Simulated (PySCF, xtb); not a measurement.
H3NO3S, SMILES NS(=O)(=O)O.

GFN2-xTB run with xtb 6.7.1 at its own geometry gives an orbital gap of 8.68 eV and a dipole moment of 4.07 D.

The structure is a stationary point at r2SCAN-D4/def2-SVP. Other conformers were not sampled.

Problem. What does PBE/def2-TZVP in PySCF give? (The exact figures need the calculation; the answer reports its results.)

Solution. gap 6.51 eV (levels -7.24 and -0.73 eV), dipole 3.37 D.
